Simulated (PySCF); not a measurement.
Isomers of C6H9NSi, one GFN2-xTB conformer each. Single-point energies are computed at PBE0/pcSseg-1 (PySCF, gas phase, no added dispersion term), electronic only.

```tsv
SMILES	GFN2-xTB relative energy (kcal/mol)
N#C[C@]1(C[SiH3])[C@@H]2C[C@@H]21	7.6
C[SiH2][C@@H]1C=C[C@@H]1C#N	0.0
C=C1CN(C2=CC2)[SiH2]1	6.0
C=C[Si@H]1C[C@@H](C#N)C1	4.5
```

Conformers: `[N:1]#[C:2][C@:3]1([CH2:4][SiH3:5])[C@@H:6]2[CH2:7][C@H:8]12` with C2–C3–C4–Si5 68°; `[CH3:1][SiH2:2][C@@H:3]1[CH:4]=[CH:5][C@@H:6]1[C:7]#[N:8]` with C1–Si2–C3–C4 169°; `[CH2:1]=[C:2]1[CH2:3][N:4]([C:5]2=[CH:6][CH2:7]2)[SiH2:8]1` with C3–N4–C5–C6 180°; `[CH2:1]=[CH:2][Si@H:3]1[CH2:4][C@@H:5]([C:6]#[N:7])[CH2:8]1` with C1–C2–Si3–C4 -43°.

What does PBE0/pcSseg-1 give for the same structures?

```csv
SMILES,PBE0/pcSseg-1 E (Eh),PBE0/pcSseg-1 (kcal/mol),GFN2-xTB (kcal/mol),point group
C=C[Si@H]1C[C@@H](C#N)C1,-577.72636,0.0,4.5,Cs
C[SiH2][C@@H]1C=C[C@@H]1C#N,-577.71411,7.7,0.0,C1
N#C[C@]1(C[SiH3])[C@@H]2C[C@@H]21,-577.68205,27.8,7.6,C1
C=C1CN(C2=CC2)[SiH2]1,-577.65877,42.4,6.0,Cs
```

GFN2-xTB puts C[SiH2][C@@H]1C=C[C@@H]1C#N lowest instead; measured from each level's own lowest isomer, the values differ by up to 36.4 kcal/mol (C=C1CN(C2=CC2)[SiH2]1: 6.0 against 42.4). As drawn, the lowest has a C≡N group, which the highest lacks; the highest has a three-membered ring, which the lowest lacks.

Which frontier levels, dipoles and rotational constants go with these structures?

| SMILES | HOMO (eV, PBE0/pcSseg-1) | LUMO (eV) | dipole (D) | A, B, C (MHz) |
| --- | --- | --- | --- | --- |
| C=C[Si@H]1C[C@@H](C#N)C1 | -7.91 | -1.07 | 3.75 | 2421, 1435, 1084 |
| C[SiH2][C@@H]1C=C[C@@H]1C#N | -7.68 | -0.29 | 3.66 | 2243, 1605, 1068 |
| N#C[C@]1(C[SiH3])[C@@H]2C[C@@H]21 | -8.14 | 0.53 | 4.53 | 2693, 1306, 1024 |
| C=C1CN(C2=CC2)[SiH2]1 | -5.63 | -0.63 | 2.10 | 4309, 1068, 874.2 |
